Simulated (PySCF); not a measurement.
Does the answer move with the share of exact exchange?

Compound: C2H8BClS.
Bonds: C1–S2, S2–C3, S2–B4, B4–Cl5. Hydrogens: H6, H7, H8 on C1; H9, H10, H11 on C3; H12, H13 on B4.

Torsions of this conformer, `[CH3:1][S+:2]([CH3:3])[BH2-:4][Cl:5]`: C1–S2–B4–Cl5 52°.

PySCF, pcSseg-1 basis, density fitting, gas phase, PBE0-D3(BJ)/def2-SVP geometry. One functional is left out:

| functional | exact exchange (%) | HOMO energy (eV) | LUMO energy (eV) | dipole moment (D) |
| --- | --- | --- | --- | --- |
| B97-D | 0 | -6.13 | -0.58 | 5.127 |
| BLYP | 0 | -5.98 | -0.54 | 5.084 |
| BP86 | 0 | -6.25 | -0.75 | 5.111 |
| LDA | 0 | -6.25 | -0.84 | 5.073 |
| OPBE | 0 | -6.11 | -0.60 | 5.157 |
| PBE | 0 | -6.13 | -0.68 | 5.096 |
| B3LYP | 20 | -7.23 | 0.08 | 5.213 |
| PBE0 | 25 | -7.49 | 0.31 | 5.254 |
| mPW1PW91 | 25 | -7.52 | 0.31 | 5.257 |
| BHandHLYP | 50 | -8.72 | 1.36 | 5.353 |

Problem. Predict the row of B97-2 (21 % exact exchange) by straight lines through the other rows, and check it.

Solution. 
| property | line | computed | computed − line | B3LYP (20 %), for comparison |
| --- | --- | --- | --- | --- |
| HOMO energy (eV) | -7.25 | -7.24 | +0.01 | -7.23 |
| LUMO energy (eV) | 0.17 | 0.26 | +0.09 | 0.08 |
| dipole moment (D) | 5.219 | 5.251 | +0.032 | 5.213 |

Problem. Which of these properties follows the share of exact exchange most closely, and which least?

Solution. Most closely the HOMO energy, least the dipole moment; the correlations over the tabulated rows are HOMO energy -0.996, LUMO energy 0.992, dipole moment 0.964. The HOMO energy moves by -0.524 eV for every 10 %. Functionals with the same share still differ in their other parts: at 0 % BLYP and BP86 differ by 0.27 eV in it.
